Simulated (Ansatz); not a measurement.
System: TaO$_{3}$, net charge 0, doublet state. The spin state was set by rule; other spins were not relaxed. 
Structure (B3LYP-D3(BJ)/def2-TZVP (Ansatz, a quantum-chemistry and plane-wave program) minimum search):
```xyz
4

Ta     0.1283    -0.1550     0.1822
O     -0.4590    -1.4565    -0.7797
O      0.2577     1.4616    -0.8512
O     -0.9690     1.4096    -0.0319
```
Charge 0, spin multiplicity 2.

Total electronic energies in hartree. Cores are frozen in the correlated levels unless marked. Open shells are spin-unrestricted. No spin-orbit coupling. Frozen are the shells of the preceding noble gas and the d and f shells that filled before the atom's block. In def2 rows, elements after Kr have scalar-relativistic effective core potentials. Basis-set limits of correlation are two-point, X^-3; Hartree-Fock from the larger set. The bracket is a focal-point correction in the basis named.

The T1 diagnostic of CCSD in the largest basis is 0.050, which is high, so the coupled-cluster rows are less sure than usual.

| level | program | energy (Eh) |
|---|---|---|
| RI-HF/def2-QZVPPD | Ansatz | -281.02763 |
| BLYP-D4/def2-TZVPD | Ansatz + dftd4 | -282.75678 |
| PBE0/def2-QZVPP | Ansatz | -282.52066 |
| BHLYP-D3(BJ)/def2-TZVPD | Ansatz + dftd3 | -282.50271 |
| BHLYP/def2-TZVPD | Ansatz | -282.49870 |
| LC-wPBE-D4/def2-TZVPD | Ansatz + dftd4 | -282.62260 |
| wB97M-V/def2-TZVPD | Ansatz | -282.60822 |
| RI-MP2/def2-QZVPPD | Ansatz | -281.97689 |
| RI-MP2/CBS(def2-TZVPP,def2-QZVPP) | Ansatz | -282.0205 |
| SCS-MP2/def2-TZVPPD | Ansatz | -281.87117 |
| CCSD/def2-TZVPPD | Ansatz | -281.87356 |
| CCSD(T)/def2-SVPD | Ansatz | -281.47896 |
| CCSD(T)/def2-TZVPP | Ansatz | -281.91970 |
| RI-MP2/CBS(def2-TZVPPD,def2-QZVPPD)+[CCSD(T)-MP2]/def2-SVPD | Ansatz | -282.0314 |
| RI-MP2/CBS(def2-TZVPPD,def2-QZVPPD)+[CCSD(T)-MP2]/def2-TZVPPD | Ansatz | -282.0364 |

Totals of different functionals don't rank their quality; only differences between species are comparable.
